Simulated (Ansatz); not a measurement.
Geometry optimisation, Ansatz 0.2.0, RKS PBE/def2-SVP.

Input:

```yaml
crystal:
  periodic: [false, false, false]
  atoms:
    - { symbol: Sn, position_ang: [0.0, 0.0, 0.0] }
    - { symbol: H, position_ang: [1.0458, 0.0, 1.6339] }
    - { symbol: C, position_ang: [2.2453, 0.0, 0.694] }
    - { symbol: H, position_ang: [2.5929, -1.0463, 0.5658] }
    - { symbol: H, position_ang: [2.2938, 0.5276, -0.2814] }
    - { symbol: H, position_ang: [2.8972, 0.5187, 1.4274] }
    - { symbol: Cl, position_ang: [-1.1351, 1.9666, -0.8025] }
    - { symbol: Cl, position_ang: [-1.1351, -1.9666, -0.8025] }
basis:
  gaussian: { orbitals: def2-SVP }
hamiltonian:
  xc: pbe
relax:
  f_tol: 0.15
  max_steps: 25
  restrain:
    - { distance: [1, 2], at: 2.31, k: 30.0 }
    - { distance: [0, 1], at: 1.74, k: 30.0 }
    - { distance: [0, 2], at: 2.15, k: 30.0 }
```

Run as:

```bash
$ ansatz run input.yaml --threads 2 --pin off --max-ram 3072MiB --backend cpu --events-out ev --progress --plain --runs-dir out
```

Question: Where does it end, and by what steps?

Answer: The forces met the threshold. The restraints hold the end off the free minimum; the threshold counts their pulls, which the force column leaves out. Restrained pairs: H2–C3 (1.52 → 2.37 Å), Sn1–H2 (1.94 → 1.73 Å), Sn1–C3 (2.35 → 2.14 Å). After 10 steps the energy has fallen by 2.567 eV (the restraints' own energy left out); H5 moved furthest, 0.78 Å.

```
step  energy less start (eV)  largest force component (eV/Å)  accepted
   0                  0.0000                           4.754       yes
   1                  0.8819                           3.571       yes
   2                 -0.1084                           2.505       yes
   3                 -1.1605                           2.174       yes
   4                 -2.0747                           2.600       yes
   5                 -2.4790                           2.391       yes
   6                 -2.5272                           1.970       yes
   7                 -2.5530                           1.333       yes
   8                 -2.5655                           1.384       yes
   9                 -2.5678                           1.376       yes
  10                 -2.5671                           1.376       yes
```

```xyz
8
Properties=species:S:1:pos:R:3
Sn 0.138 -0.020 0.216
H 0.519 -0.208 1.889
C 2.272 0.035 0.316
H 2.495 -0.931 0.812
H 2.921 0.166 -0.571
H 2.436 0.863 1.034
Cl -1.040 1.928 -0.409
Cl -0.937 -1.832 -0.852
```

Time of the run: 11 s on 2 threads of Intel(R) Xeon(R) 6975P-C (Granite Rapids), with other jobs on the host, peak memory 0.16 GiB.
